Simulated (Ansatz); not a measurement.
Job for Ansatz (a quantum-chemistry and plane-wave program): R-PBE/def2-TZVPP on GeH2 (SMILES [GeH2]), atoms moved off the minimum.

Ansatz 0.2 input:
```yaml
crystal:
  periodic: [false, false, false]
  atoms:
    - {symbol: Ge, position_ang: [-0.17273728, 0.03026498, 0.05593639]}
    - {symbol: H, position_ang: [-0.05411780, -1.27118120, -1.13564446]}
    - {symbol: H, position_ang: [-0.07666903, 1.05203734, -0.98861739]}
basis:
  gaussian:
    orbitals: def2-TZVPP
hamiltonian:
  xc: {name: PBE}
scf: {lower_state_search: off}
output: {forces: true}
```

Program output:

```
WARN ansatz: RAYON_NUM_THREADS=1 ignored (pool sized by the plan → 1); use --threads N
Functional definition: PBE
these checks for a lower state are left out or cut short: stability, starts, cluster_reference, orbital_swaps, neighbouring_geometries, increment
integrals: 0.01 GiB planned
476 factors; their error is unknown
mean field: 0.13 GiB planned
mean field evaluation 1: about -56539.2232 eV, gradient 2.3e1 eV
mean field evaluation 2: about -56539.1036 eV, gradient 2.8e1 eV
mean field evaluation 4: about -56540.1433 eV, gradient 6.6e-1 eV
mean field evaluation 8: about -56540.1339 eV, gradient 7.4e-2 eV
mean field evaluation 16: about -56540.1339 eV, gradient 6.1e-6 eV
mean field -56540.13390807 eV, -2077.8115968423 hartree, gradient 6.1e-6 eV, S^2 0.000000; 0 other end points of the search recorded, 0 dependent functions left out
the calculation of the forces begins
reference -56540.13393350 eV, -2077.8115977768 hartree; 17, 17 occupied and 59, 59 virtual orbitals, 476 factors
Total energy: -56540.13393350 eV, -2077.8115977768 hartree
Atom 0 at    -0.172737     0.030265     0.055936 Å, force    -0.079197    -2.806373     0.936342 eV/Å
Atom 1 at    -0.054118    -1.271181    -1.135644 Å, force    -0.092037     1.114760     0.920524 eV/Å
Atom 2 at    -0.076669     1.052037    -0.988617 Å, force     0.171234     1.691613    -1.856866 eV/Å
Dipole moment:    -0.005454     0.123132     0.052366 e Å
Checks for a lower state left out: stability, starts, cluster_reference, orbital_swaps, neighbouring_geometries, increment
```

The run converged.

Cost: very roughly 0.9 core-seconds.
